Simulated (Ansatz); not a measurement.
A CCSD(T) single point on C2H7MgNO (`C[N](C)[Mg][OH]`).

```yaml
crystal:
  periodic: [false, false, false]
  atoms:
    - {symbol: C, position_ang: [-1.088527, -0.954497, 0.540247]}
    - {symbol: N, position_ang: [0.021329, -0.153995, 0.097000]}
    - {symbol: C, position_ang: [1.257681, -0.667881, 0.622739]}
    - {symbol: Mg, position_ang: [-0.124286, 1.361609, -1.026957]}
    - {symbol: O, position_ang: [-0.252426, 2.731045, -2.139038]}
    - {symbol: H, position_ang: [-2.040895, -0.578065, 0.149846]}
    - {symbol: H, position_ang: [-1.179362, -0.974386, 1.640365]}
    - {symbol: H, position_ang: [-1.003674, -2.006405, 0.216064]}
    - {symbol: H, position_ang: [1.274272, -0.674664, 1.726638]}
    - {symbol: H, position_ang: [2.116274, -0.070217, 0.296044]}
    - {symbol: H, position_ang: [1.450893, -1.706551, 0.302351]}
    - {symbol: H, position_ang: [-0.354377, 3.638807, -2.391298]}
basis:
  gaussian: {orbitals: def2-SVP}
correlation: {method: ccsd_t}
```

```sh
$ ansatz run in.yaml --threads 4 --pin off --events-out ev --progress --plain
```

Log, shortened:

```
Functional definition: HF
1078 factors; integrals over basis functions are off by at most 1.2e-3 eV
mean field evaluation 1: about -11111.4940 eV, gradient 4.9e1 eV
mean field evaluation 2: about -11111.6428 eV, gradient 4.9e1 eV
mean field evaluation 4: about -11116.8843 eV, gradient 3.5e0 eV
mean field evaluation 8: about -11116.9538 eV, gradient 2.8e-1 eV
mean field -11116.95439032 eV, -408.5405385020 hartree, gradient 1.6e-6 eV, S^2 0.000000; 0 other end points of the search recorded, 0 dependent functions left out
5 core orbitals not correlated: weight in the atoms' cores, before any rotation towards them, 1.000 or more for the frozen orbitals, at most 0.000 for the correlated occupied ones
reference -11116.95439032 eV, -408.5405385020 hartree; 18, 18 occupied and 86, 86 virtual orbitals, 1078 factors
second order -18.77662264 eV of doubles, -0.00000000 eV of singles
cycle   1  -19.32869413 eV  change   -5.5e-1 eV  update   1.0e-1
cycle   2  -19.79957089 eV  change   -4.7e-1 eV  update   3.0e-2
cycle   3  -19.93809818 eV  change   -1.4e-1 eV  update   1.8e-2
cycle   4  -19.93567024 eV  change    2.4e-3 eV  update   5.1e-3
cycle   5  -19.93262702 eV  change    3.0e-3 eV  update   2.3e-3
cycle   6  -19.93284952 eV  change   -2.2e-4 eV  update   8.1e-4
cycle   7  -19.93245184 eV  change    4.0e-4 eV  update   2.7e-4
cycle   8  -19.93236796 eV  change    8.4e-5 eV  update   9.9e-5
cycle   9  -19.93239941 eV  change   -3.1e-5 eV  update   3.7e-5
perturbative correction -0.51833045 eV, -0.0190482926 hartree
Total energy: -11137.40512018 eV, -409.2920889624 hartree
```

Hardware: 4 threads of a server CPU on a shared host. Wall time 31 s, peak host memory 0.63 GiB.

Correlation energy per correlated electron: -0.568 eV. T1 diagnostic: 0.0121.
